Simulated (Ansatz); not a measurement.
Species: SnClF, charge 0, singlet. SnClF (SMILES [F][Sn][Cl]).
B3LYP-D3(BJ)/def2-TZVP minimum from Ansatz (a program for electronic structure):
```
Sn
F 1 1.9514
Cl 1 2.3849 2 97.36
```

Total energies in hartree (Ansatz). Radicals and triplets start from unrestricted determinants; spin-orbit coupling is neglected. Cores are frozen in correlated methods (noble-gas shells, and filled d and f shells in the p block). Past Kr the def2 sets carry scalar-relativistic core potentials. Spin-orbit terms, left out, reach several kcal/mol for Br and I, and more for heavier atoms.

| species | HF/def2-TZVPP | CCSD(T)/def2-TZVPP | HF/def2-QZVPP | CCSD(T)/def2-QZVPP | CCSDT(Q)/def2-TZVPP |
|---|---|---|---|---|---|
| 1: SnClF (SMILES [F][Sn][Cl]) | -772.45061 | -773.01259 | -772.47120 | -773.08515 | -773.01446 |
| 2: Sn (triplet) | -213.33992 | -213.39742 | -213.34066 | -213.40091 | -213.39789 |
| 3: F (doublet) | -99.41180 | -99.62506 | -99.41589 | -99.65118 | -99.62536 |
| 4: Cl (doublet) | -459.47685 | -459.66464 | -459.48954 | -459.69535 | -459.66548 |

Q: Work out the atomisation energy (electronic, to ground-state atoms) in kcal/mol: take Hartree-Fock from def2-QZVPP, extrapolate the CCSD(T) correlation energy as X^-3 (X = 3, 4), and add CCSDT(Q) - CCSD(T) in def2-TZVPP. 1 hartree = 627.51 kcal/mol.

A: 
Species 1: correlation (64·(-0.61395) - 27·(-0.56198))/37 = -0.65187; step -0.00187; E1 = -772.47120 + (-0.65187) + (-0.00187) = -773.12494
Species 2: correlation (64·(-0.06025) - 27·(-0.05750))/37 = -0.06226; step -0.00047; E2 = -213.34066 + (-0.06226) + (-0.00047) = -213.40339
Species 3: correlation (64·(-0.23529) - 27·(-0.21326))/37 = -0.25137; step -0.00030; E3 = -99.41589 + (-0.25137) + (-0.00030) = -99.66756
Species 4: correlation (64·(-0.20581) - 27·(-0.18779))/37 = -0.21896; step -0.00084; E4 = -459.48954 + (-0.21896) + (-0.00084) = -459.70934
-1·E1 +1·E2 +1·E3 +1·E4 = 0.34465 hartree = 216.3 kcal/mol.
